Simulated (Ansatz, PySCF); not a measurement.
CH3Cl3OSi, SMILES CO[Si](Cl)(Cl)Cl. Atoms are numbered in the order given.

```xyz
9

C     -2.3850    -1.1482     0.0000
O     -0.9829    -1.2908     0.0000
Si     0.1055    -0.0803     0.0000
Cl    -0.1300     1.0973    -1.6554
Cl     1.9520    -0.9218     0.0000
Cl    -0.1300     1.0973     1.6554
H     -2.8292    -2.1528     0.0000
H     -2.7305    -0.6075     0.8968
H     -2.7305    -0.6075    -0.8968
```
Charge 0, spin multiplicity 1.

Coordinates come from a PBE0-D3(BJ)/def2-SVP optimisation. One conformer was computed; it need not be the lowest.

Two levels are set side by side: PBE-D3(BJ)/def2-SVP (Ansatz, an electronic-structure program) and PBE0-D3(BJ)/def2-SVP (Ansatz). Each level has its own optimised geometry; the coordinates shown are those of the second. Frequencies come from the Hessian of PySCF at each geometry. Differences are taken from unrounded values.

| quantity | PBE0-D3(BJ) | PBE-D3(BJ) | PBE-D3(BJ) minus PBE0-D3(BJ) |
|---|---|---|---|
| mean bond length (Å) | 1.558 | 1.571 | 0.014 |
| bond C1–O2 (Å) | 1.409 | 1.424 | 0.015 |
| bond O2–Si3 (Å) | 1.628 | 1.647 | 0.019 |
| bond Si3–Cl4 (Å) | 2.045 | 2.062 | 0.017 |
| bond Si3–Cl5 (Å) | 2.029 | 2.045 | 0.016 |
| bond Si3–Cl6 (Å) | 2.045 | 2.062 | 0.017 |
| bond C1–H7 (Å) | 1.098 | 1.107 | 0.009 |
| bond C1–H8 (Å) | 1.103 | 1.112 | 0.009 |
| bond C1–H9 (Å) | 1.103 | 1.112 | 0.009 |
| highest harmonic wavenumber (cm⁻¹) | 3171 | 3072 | -99 |
| mean harmonic wavenumber (cm⁻¹) | 1017 | 981 | -36 |
| zero-point energy (kcal/mol) | 30.53 | 29.44 | -1.09 |

GGA bonds tend to be longer and softer than those of functionals with exact exchange. Differences between two approximate levels are no errors against the true value.
